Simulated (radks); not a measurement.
Coulomb parameter of the 3d shell of the copper ion Cu3+ in the model configuration [Ar] 3d7 4p1, as a second difference U = [E(n + 0.5) + E(n - 0.5) - 2 E(n)] / (0.5)^2 with all orbitals relaxed. "Bare": the charge of the atom changes with n. "Screened": the 4p shell takes up the change at fixed total charge, which measures U(3d,3d) + U(4p,4p) - 2 U(3d,4p). All-electron calculation, scalar-relativistic Kohn-Sham, PBE, spin-unpolarised, spherical densities, finite nucleus; Fermi nuclear charge, rms radius 3.8823 fm. Program: a radial shooting solver on a logarithmic mesh with Libxc functionals.

case,configuration,E - E(n) (eV)
start,[Ar] 3d7 4p1,0.000
bare +0.5,[Ar] 3d7.5 4p1,-26.531
bare -0.5,[Ar] 3d6.5 4p1,31.977
screened +0.5,[Ar] 3d7.5 4p0.5,-13.826
screened -0.5,[Ar] 3d6.5 4p1.5,15.567

U(bare) = 21.785 eV, U(screened by 4p) = 6.963 eV, against the Slater integral F0(3d,3d) = 30.815 eV with frozen orbitals.
